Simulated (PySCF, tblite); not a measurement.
Compound: isobutyl acetate, C6H12O2.
SMILES with atom numbers: `[CH3:1][C:2](=[O:3])[O:4][CH2:5][CH:6]([CH3:7])[CH3:8]` (hydrogens: H9, H10, H11 on C1; H12, H13 on C5; H14 on C6; H15, H16, H17 on C7; H18, H19, H20 on C8)

The geometry is computed with GFN2-xTB (gas phase).

Q: What internal coordinates does the optimisation give?

A: 
| bond | length (Å) |
| --- | --- |
| C1–C2 | 1.507 |
| C2=O3 | 1.202 |
| C2–O4 | 1.337 |
| O4–C5 | 1.426 |
| C5–C6 | 1.532 |
| C6–C7, C6–C8 | 1.526 |
| C1–H9, C1–H10, C1–H11 | 1.087 |
| C5–H12, C5–H13 | 1.094 |
| C6–H14 | 1.095 |
| C7–H15 and 5 like bonds | 1.088 |

Bonds in one row agree within 0.01 Å and their mean is given. A selection of angles:
| angle | degrees |
| --- | --- |
| C1–C2–O3 | 125.2 |
| C1–C2–O4 | 110.7 |
| O3–C2–O4 | 124.2 |
| C2–O4–C5 | 117.1 |
| O4–C5–C6 | 111.9 |
| C5–C6–C7 | 110.4 |
| C7–C6–C8 | 111.1 |

Dihedral angles: C1–C2–O4–C5 -178° (antiperiplanar); C2–O4–C5–C6 82° (synclinal); O4–C5–C6–C7 62° (synclinal). The mirror-image conformer, all signs reversed, is as good.

The C–C distances run from 1.507 Å (C1–C2, drawn single) to 1.532 Å (C5–C6, drawn single), a spread of 0.025 Å. Of the pairs four or more bonds apart, O3···H12 is among the closest relative to their van der Waals radii: 2.40 Å, 88 % of the sum of Bondi's values. The C–O distances run from 1.202 Å (C2=O3, drawn double) to 1.426 Å (O4–C5, drawn single), a spread of 0.224 Å.

Point group: C1 (no symmetry element, even within 0.4 Å). GFN2-xTB frequencies show an imaginary mode (34i cm⁻¹), so the point is no minimum at that level. 3 starts were optimised and ended at 0.00, 0.34 and 0.72 kcal/mol (GFN2-xTB); the lowest of these is shown.
